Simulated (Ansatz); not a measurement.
Computed with Ansatz.

A structure relaxed at PBE0-D4/def2-TZVP, charge 0, multiplicity 1:

Cartesian coordinates in Å:
```
C -0.4467 2.5257 1.0380
C -0.6196 1.0212 1.2468
Al 0.0928 -0.0899 -0.1819
S 1.0534 0.8471 -1.9177
O -0.0211 -1.7676 -0.0965
C 0.3382 -2.8747 -0.8615
H 0.6067 2.8041 0.9487
H -0.8642 3.1025 1.8683
H -0.9421 2.8680 0.1256
H -0.1460 0.7062 2.1844
H -1.6798 0.7695 1.3701
H 1.3199 -0.3300 -2.5100
H 1.0170 -3.5221 -0.2962
H 0.8412 -2.5989 -1.7981
H -0.5499 -3.4612 -1.1199
```

Give its formula and SMILES.

C3H9AlOS, `C[CH2][Al]([SH])[O]C`.

Point group (tolerance 0.08 Å, 0.16 Å for H)?

Cs.

Summarise the bond lengths by kind.

1 × C–C 1.529 Å; 8 × C–H 1.093 to 1.098 Å; 1 × Al–C 1.945 Å; 1 × Al–S 2.194 Å; 1 × Al–O 1.684 Å; 1 × H–S 1.344 Å; 1 × C–O 1.393 Å.
